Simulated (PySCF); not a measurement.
Compound: Nb(NEt)Cl3, C2H5Cl3NNb (singlet state).
Geometry (PBE0-D3(BJ)/def2-SVP, Å), atoms numbered from 1 in this order:
```xyz
12
C2H5Cl3NNb angstrom
Nb     0.3860   -0.0009   -2.0880
N      0.5651   -0.0030   -0.3797
C      0.5591   -0.0060    1.0415
C     -0.8608   -0.0148    1.5866
H      1.1208   -0.8900    1.3922
H      1.1111    0.8827    1.3960
H     -0.8514   -0.0161    2.6861
H     -1.4115    0.8729    1.2421
H     -1.4012   -0.9081    1.2402
Cl     2.5128   -0.0002   -2.9631
Cl    -0.8057    1.9082   -2.5503
Cl    -0.8090   -1.9074   -2.5526
```

Level of theory: PBE0-D3(BJ)/def2-SVP geometry optimisation, gas phase, def2 core potentials past Kr in PySCF 2.14.0.

(1) Which atoms are bound to Nb1, and at what distances?

(2) List the angles at Nb1.

(3) What is the shape at Nb1?

(4) What are the other bond lengths?

(5) Give some angles away from the centre.

(6) What are the rotational constants (commonest isotopes, rigid rotor)?

## Answers

(1) 4 atoms: N2 1.718 Å, Cl11 2.297 Å, Cl12 2.298 Å, Cl10 2.300 Å. The nearest atom not counted as bound is C3, at 3.13 Å.

(2) 
```tsv
angle	degrees	distance of the outer atoms (Å)
Cl10–Nb1–Cl12	113.8	3.85
Cl10–Nb1–Cl11	113.8	3.85
Cl11–Nb1–Cl12	112.3	3.82
N2–Nb1–Cl10	106.4	3.24
N2–Nb1–Cl11	104.8	3.20
N2–Nb1–Cl12	104.7	3.20
```

(3) Distorted tetrahedral: angles from 104.7° to 113.8°; τ4 = (360° − α − β)/141° = 0.94 with α and β the two widest (0 for a square, 1 for a tetrahedron).

(4) N2–C3 1.421 Å; C3–C4 1.521 Å; C3–H5, C3–H6 1.105 Å; C4–H7, C4–H8, C4–H9 1.100 Å.

(5) Nb1–N2–C3 173.8°, N2–C3–C4 111.2°.

(6) A = 998.7, B = 721.3, C = 711.7 MHz: a near-prolate asymmetric top.

Point group: Cs (every atom within 0.08 Å of its image). Charge 0, singlet. No PBE0-D3(BJ)/def2-SVP frequencies stand behind this structure, so it isn't proved a minimum.
